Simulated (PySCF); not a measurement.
Run record: core-ionisation job, `CC[CH2][GaH2]`.

Computed with delta-SCF UKS SCAN, pcX-2 on the ionised atom, pcseg-1 elsewhere, spin-free X2C (PySCF 2.14.0). Geometry: PBE0-D3(BJ)/def2-SVP. A driver script takes a list of jobs; this job's settings line and coordinates (Å) are shown.

Command:
```bash
OMP_NUM_THREADS=1 python probes_run.py task.json out
```

Input:
```
{"job": {"kind": "xps"}, "charge": 0, "multiplicity": 1}
C     -1.476922    -0.213906    -0.480122
C     -0.748089     0.135502     0.808567
C      0.696567    -0.356014     0.827247
Ga     1.897734     0.448127    -0.521514
H     -2.522332     0.130028    -0.468433
H     -1.486405    -1.303239    -0.648645
H     -0.989101     0.252363    -1.353963
H     -1.304292    -0.289885     1.663298
H     -0.772660     1.229833     0.953296
H      0.737935    -1.454780     0.715329
H      1.170012    -0.154803     1.807235
H      3.283472    -0.223069    -0.860486
H      1.505313     1.800813    -1.234467
```

Estimate the output.

```
ground state, core basis on atom 0 (C), 145 functions
  cycle   1  E = -2059.30870526  |g| = 5.24e-01
  cycle   2  E = -2059.21416190  |g| = 7.68e-01
  cycle   3  E = -2059.38363495  |g| = 6.74e-02
  cycle   4  E = -2059.38498184  |g| = 2.86e-02
  cycle   5  E = -2059.38518206  |g| = 8.96e-03
  cycle   6  E = -2059.38520454  |g| = 2.10e-03
  cycle   7  E = -2059.38520489  |g| = 5.86e-04
  cycle   8  E = -2059.38520369  |g| = 1.66e-04
  E(ground) = -2059.64707429 Eh
hole in C 1s of atom 0
  cycle   1  E = -2048.14920060  |g| = 1.50e+00
  cycle   2  E = -2047.55343380  |g| = 1.76e+00
  cycle   3  E = -2048.66957173  |g| = 3.08e-01
  cycle   4  E = -2048.70535278  |g| = 7.52e-02
  cycle   5  E = -2048.70700550  |g| = 4.34e-02
  cycle   6  E = -2048.70801712  |g| = 8.78e-03
  cycle   7  E = -2048.70805978  |g| = 3.83e-03
  cycle   8  E = -2048.70806916  |g| = 1.36e-03
  cycle   9  E = -2048.70806888  |g| = 7.81e-04
  cycle  10  E = -2048.70807207  |g| = 1.82e-04
  E(ion) = -2048.96909097 Eh   <S^2> = 0.7678   hole on atom = 1.000   binding energy = 290.563 eV
ground state, core basis on atom 1 (C), 145 functions
  cycle   1  E = -2059.38545613  |g| = 5.89e-02
  cycle   2  E = -2059.38540083  |g| = 2.53e-02
  cycle   3  E = -2059.38545951  |g| = 2.02e-02
  cycle   4  E = -2059.38556276  |g| = 6.26e-04
  cycle   5  E = -2059.38556333  |g| = 1.51e-04
  E(ground) = -2059.64783870 Eh
hole in C 1s of atom 1
  cycle   1  E = -2048.14121245  |g| = 1.51e+00
  cycle   2  E = -2047.39240136  |g| = 1.88e+00
  cycle   3  E = -2048.66359835  |g| = 3.30e-01
  cycle   4  E = -2048.70641107  |g| = 7.85e-02
  cycle   5  E = -2048.70841665  |g| = 3.88e-02
  cycle   6  E = -2048.70913970  |g| = 9.83e-03
  cycle   7  E = -2048.70919930  |g| = 3.36e-03
  cycle   8  E = -2048.70920872  |g| = 1.44e-03
  cycle   9  E = -2048.70921207  |g| = 8.85e-04
  cycle  10  E = -2048.70921287  |g| = 1.82e-04
  E(ion) = -2048.97062839 Eh   <S^2> = 0.7697   hole on atom = 1.000   binding energy = 290.542 eV
ground state, core basis on atom 2 (C), 145 functions
  cycle   1  E = -2059.38591986  |g| = 5.81e-02
  cycle   2  E = -2059.38588078  |g| = 2.18e-02
  cycle   3  E = -2059.38588612  |g| = 2.10e-02
  cycle   4  E = -2059.38599762  |g| = 2.33e-03
  cycle   5  E = -2059.38600026  |g| = 3.23e-04
  E(ground) = -2059.64838459 Eh
hole in C 1s of atom 2
  cycle   1  E = -2048.15085755  |g| = 1.51e+00
  cycle   2  E = -2047.35920859  |g| = 1.89e+00
  cycle   3  E = -2048.68875506  |g| = 3.31e-01
  cycle   4  E = -2048.73249488  |g| = 8.21e-02
  cycle   5  E = -2048.73506571  |g| = 2.79e-02
  cycle   6  E = -2048.73542592  |g| = 9.00e-03
  cycle   7  E = -2048.73547169  |g| = 2.79e-03
  cycle   8  E = -2048.73547773  |g| = 1.01e-03
  cycle   9  E = -2048.73547817  |g| = 4.95e-04
  E(ion) = -2048.99664407 Eh   <S^2> = 0.7695   hole on atom = 1.000   binding energy = 289.849 eV
```

Cycles run on a coarse grid; E(ground) and E(ion) are re-evaluated on a finer one, so they differ from the last cycle. The program numbers atoms from 0.

How does the 1s binding energy of C3 follow from the two total energies?

E(ion) − E(ground) = -2048.99664407 − (-2059.64838459) = 10.651741 Eh, times 27.211386 eV gives 289.85 eV.

Main results: C1s of C1 290.56 eV; C1s of C2 290.54 eV; C1s of C3 289.85 eV.

Isolated species at its PBE0-D3(BJ)/def2-SVP geometry (one conformer only).

Hardware: Intel Xeon Platinum 8488C, one thread, shared host with 192 logical CPUs at a one-minute load of 103. Cost: 19 s of wall time, 0.51 GiB resident at most.
Labels such as C1 count atoms from 1, the log's own numbers from 0.
